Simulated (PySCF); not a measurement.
## Frontier levels across methods

C₄H₁₀Si.
Structure used (PBE0-D3(BJ)/def2-SVP), in Å, numbered top down from 1:
```
atom  x, y, z in Å
C1     2.117   -0.464   -1.087
C2     1.738   -0.140    0.152
C3     0.770    0.934    0.520
Si4   -0.934    0.220    0.965
C5    -1.671   -0.691   -0.501
H6     1.754    0.088   -1.961
H7     2.809   -1.289   -1.272
H8     2.134   -0.731    0.988
H9     0.632    1.648   -0.309
H10    1.127    1.508    1.392
H11   -1.832    1.341    1.391
H12   -0.778   -0.712    2.128
H13   -2.640   -1.146   -0.242
H14   -0.990   -1.489   -0.834
H15   -1.831   -0.005   -1.347
```

Basis pcSseg-1 throughout (PySCF), one geometry. Geometry: PBE0-D3(BJ)/def2-SVP, one conformer, isolated molecule.

Q: How do the orbital energies, the gap and the dipole change with the method?

A: 
```csv
method,kind,HOMO (eV),LUMO (eV),gap (eV),μ (D),SCF cycles
BLYP,GGA,-5.82,-0.62,5.21,0.34,14
B97-D,GGA,-5.92,-0.65,5.27,0.35,14
OPBE,GGA,-5.95,-0.64,5.31,0.39,13
KT3,GGA,-5.99,-0.70,5.29,0.34,14
PBE,GGA,-5.99,-0.77,5.22,0.36,14
KT2,GGA,-6.00,-0.76,5.24,0.35,14
BP86,GGA,-6.09,-0.86,5.23,0.37,13
LDA,LDA,-6.15,-0.99,5.16,0.37,14
B97-2,global hybrid,-6.84,0.20,7.03,0.35,12
B3LYP,global hybrid,-6.87,0.02,6.89,0.33,12
PBE0,global hybrid,-7.09,0.24,7.33,0.35,12
mPW1PW91,global hybrid,-7.11,0.23,7.34,0.35,12
BHandHLYP,global hybrid,-8.03,1.37,9.40,0.31,12
CAM-B3LYP,range-separated hybrid,-8.39,1.41,9.80,0.32,12
wB97X-D,range-separated hybrid,-8.93,2.04,10.97,0.34,13
HF,Hartree–Fock,-9.45,4.05,13.50,0.30,10
LC-wPBE,range-separated hybrid,-9.77,2.54,12.32,0.34,12
```

The HOMO spans 3.95 eV, from BLYP down to LC-wPBE, and the gap runs from 5.16 eV (LDA) to 13.50 eV (HF). Over the methods BLYP (0 %), B97-D (0 %), OPBE (0 %), KT3 (0 %), PBE (0 %), KT2 (0 %), BP86 (0 %), LDA (0 %), B97-2 (21 %), B3LYP (20 %), PBE0 (25 %), mPW1PW91 (25 %), BHandHLYP (50 %), HF (100 %), a straight line through the gap against the share of exact exchange rises by 0.83 eV for each 10 % (correlation coefficient 1.000). The dipole ranges from 0.30 D (HF) to 0.39 D (OPBE). This basis has no diffuse functions.
